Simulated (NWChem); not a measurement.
System: CF3NOSi; SMILES O=C=N[Si](F)(F)F

NWChem input:

```
start job
memory heap 200 mb stack 900 mb global 1100 mb
geometry units angstroms noautoz
  O      3.293115    -0.171091     0.041664
  C      2.122963    -0.112243     0.027512
  N      0.921803    -0.052410     0.012981
  Si    -0.750779     0.038691    -0.007530
  F     -1.347911    -1.029002    -1.014696
  F     -1.335216    -0.247334     1.437326
  F     -1.217927     1.482022    -0.465386
end
basis spherical
  O library def2-svp
  C library def2-svp
  N library def2-svp
  Si library def2-svp
  F library def2-svp
end
dft
  xc xcamb88 1.00 lyp 1.0 hfexch 1.00
  cam 0.33 cam_alpha 0.0 cam_beta 1.0
  iterations 150
  mulliken
end
task dft energy
```

All runs use the structure optimised with B3LYP/6-31G* (spherical d).

### Question
Give the results of this calculation. (LC-BLYP (range parameter 0.33 per bohr)/def2-SVP.) Quantities: energy (Ha); highest occupied level (eV); orbital gap (eV); dipole (D).

### Answer
| Property | Result |
|---|---|
| energy (Ha) | -755.93 |
| highest occupied level (eV) | -11.88 |
| orbital gap (eV) | 14.17 |
| dipole (D) | 0.19 |
